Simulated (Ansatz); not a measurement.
Consider the redistribution: `N[SiH]([GaH2])BF` + `O[Si](F)(F)F` → `N[SiH](O)[GaH2]` + `FB[Si](F)(F)F`.

Computed with Ansatz on PBE0-D4/def2-TZVP structures; ΔE is electronic, products minus reactants. CCSD(T)/CBS is the MP2 limit (def2-TZVPP, def2-QZVPP) plus CCSD(T) − MP2 in def2-TZVPP, frozen cores. DFT in def2-TZVPP. B3LYP here is the variant with VWN-RPA as its local correlation; programs differ in this. For Ga outer-core shells are correlated without core-valence functions, which leaves a few kJ/mol of doubt a bond. Scalar relativity is left out up to krypton. Each species was taken in one conformer, which may not be the lowest.

```
           species  B3LYP-D4 energy (Eh)
`N[SiH]([GaH2])BF`           -2397.62957
    `O[Si](F)(F)F`            -665.32492
 `N[SiH](O)[GaH2]`           -2348.15384
   `FB[Si](F)(F)F`            -714.79289
```

**Question.** Work out ΔE.

**Answer.** ΔE = (-2348.15384) + (-714.79289) − (-2397.62957) − (-665.32492) = 0.00776 Eh = +20.4 kJ/mol. CCSD(T)/CBS gives +25.4 kJ/mol.

Largest T1 diagnostic among the species: 0.014.

From BLYP to BHLYP (50 % exact exchange), in def2-TZVPP and without D4, ΔE moves by +8.1 kJ/mol. Leaving LDA and LC-ωPBE aside and taking each functional with its dispersion term where it has one, the values, not all of them listed here, spread over 17.6 kJ/mol, from BLYP-D4 to r2SCAN0-D4. LDA lies +6.5 kJ/mol from PBE without D4.
